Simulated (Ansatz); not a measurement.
BiClH2 (SMILES [Cl][BiH2]) moved off its minimum; all values from Ansatz (a first-principles code), cores frozen in correlated methods. Elements past Kr take the def2 small-core potentials, without spin–orbit coupling.
(charge 0, multiplicity 1)
```xyz
4

Bi    -0.29069    -0.23704     0.19500
H     -1.65688     0.35616    -0.76475
H     -0.14418    -1.68848    -0.86218
Cl     1.34612     1.14985    -1.00883
```

**Question.** Give the forces (eV/Å), the total energy and the dipole at CCSD(T)/def2-TZVPPD.

**Answer.** 
```json
[
 {"atom": "Bi1", "Fx": "0.183", "Fy": "-0.130", "Fz": "0.420"},
 {"atom": "H2", "Fx": "-0.300", "Fy": "0.100", "Fz": "-0.233"},
 {"atom": "H3", "Fx": "0.042", "Fy": "0.032", "Fz": "-0.095"},
 {"atom": "Cl4", "Fx": "0.075", "Fy": "-0.002", "Fz": "-0.092"}
]
```
Energy -674.6090 hartree, dipole 3.29 D.
